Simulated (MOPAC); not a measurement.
MOPAC input (AM1):

```
AM1 1SCF GEO-OK AUX(PRECISION=9) THREADS=1
CSe2

Se   -0.00000000 1   -0.00000000 1   -1.69647800 1
C     0.00000000 1    0.00000000 1    0.00000000 1
Se    0.00000000 1    0.00000000 1    1.69647800 1
```

From the output:

```
                                                       MOPAC v23.2.5 Linux

          FINAL HEAT OF FORMATION =         78.31562 KCAL/MOL =     327.67255 KJ/MOL

          COSMO AREA              =        106.84 SQUARE ANGSTROMS
          COSMO VOLUME            =         92.00 CUBIC ANGSTROMS

          IONIZATION POTENTIAL    =          7.700916 EV
          HOMO LUMO ENERGIES (EV) =         -7.701 -0.878
          NO. OF FILLED LEVELS    =          8
          MOLECULAR WEIGHT        =        169.9310         POINT GROUP:  D*h

          MOLECULAR DIMENSIONS (Angstroms)

            Atom       Atom       Distance
           Se     3   Se     1     3.39296
           Se     3   Se     1     0.00000
           Se     1    C     2     0.00000

          SCF CALCULATIONS        =          1

   ATOM   CHEMICAL          X               Y               Z
  NUMBER   SYMBOL      (ANGSTROMS)     (ANGSTROMS)     (ANGSTROMS)

     1      Se         -0.00000000  *  -0.00000000  *  -1.69647800  *
     2       C          0.00000000  *   0.00000000  *   0.00000000  *
     3      Se          0.00000000  *   0.00000000  *   1.69647800  *

                             CARTESIAN COORDINATES

   1   Se       -0.000000000    -0.000000000    -1.696478000
   2    C        0.000000000     0.000000000     0.000000000
   3   Se        0.000000000     0.000000000     1.696478000

           Empirical Formula: C Se2  =     3 atoms

      MOLECULAR POINT GROUP   :   D*h

                  EIGENVALUES
 -27.13554 -20.49226 -15.50241 -12.17355 -10.97258 -10.97258  -7.70092  -7.70092
  -0.87793  -0.87793   0.05281   0.88767

              NET ATOMIC CHARGES AND DIPOLE CONTRIBUTIONS

  ATOM NO.   TYPE          CHARGE      No. of ELECS.   s-Pop       p-Pop
    1         Se           0.228046        5.7720     1.96019     3.81177
    2          C          -0.456092        4.4561     1.47938     2.97671
    3         Se           0.228046        5.7720     1.96019     3.81177
 DIPOLE           X         Y         Z       TOTAL
 POINT-CHG.     0.000     0.000     0.000     0.000
 HYBRID        -0.000    -0.000    -0.000     0.000
 SUM           -0.000    -0.000     0.000     0.000

          ATOMIC ORBITAL ELECTRON POPULATIONS

     Atom    s        px        py        pz
    1 Se   1.96019   1.53215   1.53215   0.74747
    2  C   1.47938   0.93570   0.93570   1.10531
    3 Se   1.96019   1.53215   1.53215   0.74747

 **********************
 *                    *
 * JOB ENDED NORMALLY *
 *                    *
 **********************

 == MOPAC DONE ==
```

The geometry given is a B3LYP-D3(BJ)/def2-TZVP minimum.
